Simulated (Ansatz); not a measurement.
Harmonic vibrations of `O[B](I)[Zn][SH]` by finite differences.

```yaml
crystal:
  periodic: [false, false, false]
  atoms:
    - {symbol: O, position_ang: [-1.272788, 0.969502, -1.514312]}
    - {symbol: B, position_ang: [-0.882231, 0.349693, -0.394666]}
    - {symbol: I, position_ang: [-2.408048, -0.119155, 1.100855]}
    - {symbol: Zn, position_ang: [1.046804, -0.205743, 0.046258]}
    - {symbol: S, position_ang: [3.067314, -0.821185, 0.576949]}
    - {symbol: H, position_ang: [-2.216985, 1.161789, -1.568552]}
    - {symbol: H, position_ang: [2.665944, -1.334910, 1.753479]}
basis:
  gaussian: {orbitals: def2-TZVP}
hamiltonian: {xc: pbe0, dispersion: d4}
phonons: {temperatures: {t_min: 298.15, t_max: 900, t_step: 200}}
```

```sh
$ ansatz run in.yaml --threads 4 --pin off --events-out ev --progress --plain --max-ram 10444MiB
```

Shortened log:

```
Functional definition: PBE0
mean field -70103.34205143 eV, -2576.2503026382 hartree, gradient 4.3e-5 eV, S^2 0.000000; 0 other end points of the search recorded, 0 dependent functions left out
mean field -70103.34187625 eV, -2576.2502962005 hartree, gradient 1.1e-6 eV, S^2 0.000000; 0 other end points of the search recorded, 0 dependent functions left out
mean field -70103.34187772 eV, -2576.2502962545 hartree, gradient 1.1e-6 eV, S^2 0.000000; 0 other end points of the search recorded, 0 dependent functions left out
mean field -70103.34201502 eV, -2576.2503013000 hartree, gradient 1.1e-6 eV, S^2 0.000000; 0 other end points of the search recorded, 0 dependent functions left out
mean field -70103.34200136 eV, -2576.2503007980 hartree, gradient 1.1e-6 eV, S^2 0.000000; 0 other end points of the search recorded, 0 dependent functions left out
mean field -70103.34193451 eV, -2576.2502983414 hartree, gradient 1.1e-6 eV, S^2 0.000000; 0 other end points of the search recorded, 0 dependent functions left out
mean field -70103.34196117 eV, -2576.2502993210 hartree, gradient 1.1e-6 eV, S^2 0.000000; 0 other end points of the search recorded, 0 dependent functions left out
mean field -70103.34195642 eV, -2576.2502991465 hartree, gradient 1.1e-6 eV, S^2 0.000000; 0 other end points of the search recorded, 0 dependent functions left out
mean field -70103.34199436 eV, -2576.2503005407 hartree, gradient 1.1e-6 eV, S^2 0.000000; 0 other end points of the search recorded, 0 dependent functions left out
mean field -70103.34201482 eV, -2576.2503012927 hartree, gradient 1.1e-6 eV, S^2 0.000000; 0 other end points of the search recorded, 0 dependent functions left out
mean field -70103.34199883 eV, -2576.2503007050 hartree, gradient 1.1e-6 eV, S^2 0.000000; 0 other end points of the search recorded, 0 dependent functions left out
mean field -70103.34193804 eV, -2576.2502984712 hartree, gradient 1.1e-6 eV, S^2 0.000000; 0 other end points of the search recorded, 0 dependent functions left out
mean field -70103.34195747 eV, -2576.2502991853 hartree, gradient 1.1e-6 eV, S^2 0.000000; 0 other end points of the search recorded, 0 dependent functions left out
mean field -70103.34198928 eV, -2576.2503003542 hartree, gradient 1.1e-6 eV, S^2 0.000000; 0 other end points of the search recorded, 0 dependent functions left out
mean field -70103.34207712 eV, -2576.2503035821 hartree, gradient 1.1e-6 eV, S^2 0.000000; 0 other end points of the search recorded, 0 dependent functions left out
mean field -70103.34204464 eV, -2576.2503023885 hartree, gradient 1.1e-6 eV, S^2 0.000000; 0 other end points of the search recorded, 0 dependent functions left out
mean field -70103.34205127 eV, -2576.2503026324 hartree, gradient 1.1e-6 eV, S^2 0.000000; 0 other end points of the search recorded, 0 dependent functions left out
mean field -70103.34205426 eV, -2576.2503027421 hartree, gradient 1.1e-6 eV, S^2 0.000000; 0 other end points of the search recorded, 0 dependent functions left out
mean field -70103.34200981 eV, -2576.2503011085 hartree, gradient 1.1e-6 eV, S^2 0.000000; 0 other end points of the search recorded, 0 dependent functions left out
mean field -70103.34200920 eV, -2576.2503010862 hartree, gradient 1.1e-6 eV, S^2 0.000000; 0 other end points of the search recorded, 0 dependent functions left out
mean field -70103.34196485 eV, -2576.2502994562 hartree, gradient 1.1e-6 eV, S^2 0.000000; 0 other end points of the search recorded, 0 dependent functions left out
mean field -70103.34203712 eV, -2576.2503021123 hartree, gradient 1.1e-6 eV, S^2 0.000000; 0 other end points of the search recorded, 0 dependent functions left out
mean field -70103.34204132 eV, -2576.2503022667 hartree, gradient 1.1e-6 eV, S^2 0.000000; 0 other end points of the search recorded, 0 dependent functions left out
mean field -70103.34203487 eV, -2576.2503020294 hartree, gradient 1.1e-6 eV, S^2 0.000000; 0 other end points of the search recorded, 0 dependent functions left out
mean field -70103.34204078 eV, -2576.2503022467 hartree, gradient 1.1e-6 eV, S^2 0.000000; 0 other end points of the search recorded, 0 dependent functions left out
mean field -70103.34204802 eV, -2576.2503025127 hartree, gradient 1.1e-6 eV, S^2 0.000000; 0 other end points of the search recorded, 0 dependent functions left out
mean field -70103.34196474 eV, -2576.2502994525 hartree, gradient 1.1e-6 eV, S^2 0.000000; 0 other end points of the search recorded, 0 dependent functions left out
mean field -70103.34202353 eV, -2576.2503016127 hartree, gradient 1.1e-6 eV, S^2 0.000000; 0 other end points of the search recorded, 0 dependent functions left out
mean field -70103.34204751 eV, -2576.2503024942 hartree, gradient 1.1e-6 eV, S^2 0.000000; 0 other end points of the search recorded, 0 dependent functions left out
mean field -70103.34199417 eV, -2576.2503005340 hartree, gradient 1.1e-6 eV, S^2 0.000000; 0 other end points of the search recorded, 0 dependent functions left out
mean field -70103.34197719 eV, -2576.2502999099 hartree, gradient 1.1e-6 eV, S^2 0.000000; 0 other end points of the search recorded, 0 dependent functions left out
mean field -70103.34189414 eV, -2576.2502968577 hartree, gradient 1.1e-6 eV, S^2 0.000000; 0 other end points of the search recorded, 0 dependent functions left out
mean field -70103.34190838 eV, -2576.2502973810 hartree, gradient 1.1e-6 eV, S^2 0.000000; 0 other end points of the search recorded, 0 dependent functions left out
mean field -70103.34204329 eV, -2576.2503023390 hartree, gradient 1.1e-6 eV, S^2 0.000000; 0 other end points of the search recorded, 0 dependent functions left out
mean field -70103.34203581 eV, -2576.2503020641 hartree, gradient 1.1e-6 eV, S^2 0.000000; 0 other end points of the search recorded, 0 dependent functions left out
mean field -70103.34203573 eV, -2576.2503020611 hartree, gradient 1.1e-6 eV, S^2 0.000000; 0 other end points of the search recorded, 0 dependent functions left out
mean field -70103.34204649 eV, -2576.2503024566 hartree, gradient 1.1e-6 eV, S^2 0.000000; 0 other end points of the search recorded, 0 dependent functions left out
mean field -70103.34204818 eV, -2576.2503025188 hartree, gradient 1.1e-6 eV, S^2 0.000000; 0 other end points of the search recorded, 0 dependent functions left out
mean field -70103.34203429 eV, -2576.2503020081 hartree, gradient 1.1e-6 eV, S^2 0.000000; 0 other end points of the search recorded, 0 dependent functions left out
mean field -70103.34203773 eV, -2576.2503021346 hartree, gradient 1.1e-6 eV, S^2 0.000000; 0 other end points of the search recorded, 0 dependent functions left out
mean field -70103.34204003 eV, -2576.2503022191 hartree, gradient 1.1e-6 eV, S^2 0.000000; 0 other end points of the search recorded, 0 dependent functions left out
mean field -70103.34198876 eV, -2576.2503003350 hartree, gradient 1.1e-6 eV, S^2 0.000000; 0 other end points of the search recorded, 0 dependent functions left out
mean field -70103.34198745 eV, -2576.2503002869 hartree, gradient 1.1e-6 eV, S^2 0.000000; 0 other end points of the search recorded, 0 dependent functions left out
Total energy: -70103.50810181 eV, -2576.2564048770 hartree
Atom 0 at    -1.272788     0.969502    -1.514312 Å, force     0.002184    -0.001223     0.001793 eV/Å
Atom 1 at    -0.882231     0.349693    -0.394666 Å, force    -0.000746     0.000770    -0.001495 eV/Å
Atom 2 at    -2.408048    -0.119155     1.100855 Å, force     0.000217    -0.000098     0.000050 eV/Å
Atom 3 at     1.046804    -0.205743     0.046258 Å, force    -0.000481     0.000273    -0.000131 eV/Å
Atom 4 at     3.067314    -0.821185     0.576949 Å, force     0.000266    -0.000275     0.000150 eV/Å
Atom 5 at    -2.216985     1.161789    -1.568552 Å, force    -0.001376     0.000375    -0.000234 eV/Å
Atom 6 at     2.665944    -1.334910     1.753479 Å, force    -0.000064     0.000178    -0.000133 eV/Å
Dipole moment:    -0.417598     0.139550    -0.135746 e Å
Vibrations: 42.91 77.00 78.58 122.39 233.67 312.94 371.03 407.17 607.15 625.50 644.48 1056.06 1362.47 2700.41 3798.84 cm⁻¹, zero-point energy 0.771220 eV
```

Run time 2.7 min (4 threads of an Arm Neoverse V1 on a shared host); peak host memory 0.72 GiB.
